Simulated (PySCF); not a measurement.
Structure problem from calculated spectra and properties.

Elements present: C, H, N and O. Monoisotopic mass: 121.0528 u.

* 13C NMR: chemical shifts (computed TMS as zero) by class: 210.5 (1 C), 173.6 (1 C), 141.0 (1 C), 124.4 (1 C), 45.4 (1 C), 40.1 (1 C), 20.1 (1 C) ppm [GIAO PBE0/pcSseg-1]
* Triplet: lowest triplet excitation (Tamm–Dancoff): 3.38 eV [TDA PBE0/def2-SVPD]
* 1H NMR: chemical shifts (computed TMS as zero) by class: 8.04 (1 H), 6.41 (1 H), 3.19 (1 H), 2.99 (1 H), 2.50 (1 H), 2.46 (1 H), 1.67 (1 H) ppm [GIAO PBE0/pcSseg-1]
* NMR, other nuclei: isotropic shieldings of nuclei other than C and H, by class: -32 (1 N), -279 (1 O) ppm [GIAO PBE0/pcSseg-1]
* UV, strongest line: among the 6 lowest singlet transitions: S2 at 6.05 eV (205 nm, f = 0.249) [TDDFT PBE0/def2-SVPD]
* UV, first state: lowest singlet excitation: 3.85 eV (322 nm, f = 0.000) [TDDFT PBE0/def2-SVPD]
* Dipole: 4.03 D [PBE0/def2-SVPD]
* Rotational structure: rotational constants A, B, C: 3.234, 1.164, 0.893 GHz [GFN2-xTB]
* Polarisability: 83.4 au [PBE0/def2-SVPD]

The electronic properties come from PySCF, for the isolated species, density fitting. Levels stand in brackets. One conformer (not necessarily the lowest) at the GFN2-xTB geometry, without solvent, vibrations or thermal averaging. NMR classes are plain means over equivalent atoms (diastereotopic ones count apart unless rotation or inversion swaps them), as if these changed places fast.

Task: Which formula fits the mass and the elements?

Result: C7H7NO (calculated 121.0528). No other formula that holds each of these elements comes within 0.0003 u with a fitting electron parity and a possible valence count.

Task: Give a SMILES that accounts for the data.

Result: Numbering: `[N:1]#[C:2][CH2:3][C@@H:4]1[CH2:5][CH:6]=[CH:7][C:8]1=[O:9]`. Its formula, C7H7NO, gives 5 degrees of unsaturation: 1 ring and 4 π bonds in the structure found. 7 carbons fall into 7 classes; from least to most shielded: ketone carbonyl carbon [C8] (210.5 ppm), alkene CH carbon [C6] (173.6 ppm), alkene CH carbon [C7] (141.0 ppm), nitrile carbon [C2] (124.4 ppm), sp3 carbon next to a carbonyl [C4] (45.4 ppm), allylic carbon [C5] (40.1 ppm), sp3 carbon next to a nitrile [C3] (20.1 ppm). Hydrogen classes from least to most shielded: 1 H on an alkene CH carbon, C6 (8.04 ppm), 1 H on an alkene CH carbon, C7 (6.41 ppm), 1 H on an allylic carbon, C5 (3.19 ppm), 1 H on an sp3 carbon next to a nitrile, C3 (2.99 ppm), 1 H on an allylic carbon, C5 (2.50 ppm), 1 H on an sp3 carbon next to a carbonyl, C4 (2.46 ppm), 1 H on an sp3 carbon next to a nitrile, C3 (1.67 ppm). The other shieldings belong to: -32 ppm, nitrile nitrogen [N1]; -279 ppm, ketone oxygen [O9]. S1 is mainly HOMO→LUMO (weight 0.97); the largest Löwdin shares of the orbital it empties are 0.58 on the ketone oxygen, 0.12 on the ketone carbonyl carbon, 0.12 on the sp3 carbon next to a carbonyl and 0.09 on an alkene CH carbon, of the orbital it fills 0.29 on an alkene CH carbon, 0.20 on the ketone carbonyl carbon, 0.20 on the ketone oxygen and 0.14 on an alkene CH carbon. The optimised geometry has point group C1 and is an asymmetric top. Structure: `N#CC[C@@H]1CC=CC1=O`. Computed isomers that give other values at the same levels: `N#CC[C@@H]1C=CC(=O)C1` (rotational constant A: 5.282 GHz; this holds for the one conformer computed); `N#C/C=C\C=C=CCO` (13C chemical shifts (computed TMS as zero) by class: 224.8 (1 C), 154.7 (1 C), 125.5 (1 C), 105.0 (1 C), 99.1 (1 C), 93.3 (1 C), 67.6 (1 C) ppm); `[H]/N=C\c1cccc(O)c1` (13C chemical shifts (computed TMS as zero) by class: 170.9 (1 C), 164.7 (1 C), 139.1 (1 C), 136.0 (1 C), 123.0 (1 C), 120.5 (1 C), 119.0 (1 C) ppm). The assignments are read from this structure; whether some other isomer fits the data as well wasn't checked. The mirror image fits equally.

The values belong to the conformer `[N:1]#[C:2][CH2:3][C@@H:4]1[CH2:5][CH:6]=[CH:7][C:8]1=[O:9]`: C2–C3–C4–C5 -66°.
